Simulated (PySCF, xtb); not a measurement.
C3H7BN2, SMILES C1(CNB1N)=C.

GFN2-xTB in xtb 6.7.1 at its own geometry gives an orbital gap of 4.05 eV and a dipole moment of 1.59 D.

Coordinates come from a PBE-D3(BJ)/def2-SVP optimisation. This is a generated structure with no PubChem entry under its InChIKey; it may be hypothetical. One conformer was computed; it need not be the lowest.

Task: What does HF/def2-TZVP run with PySCF give? (The exact figures need the calculation; the answer reports its results.)

Result: gap 12.86 eV (levels -9.51 and 3.36 eV), dipole 1.27 D.
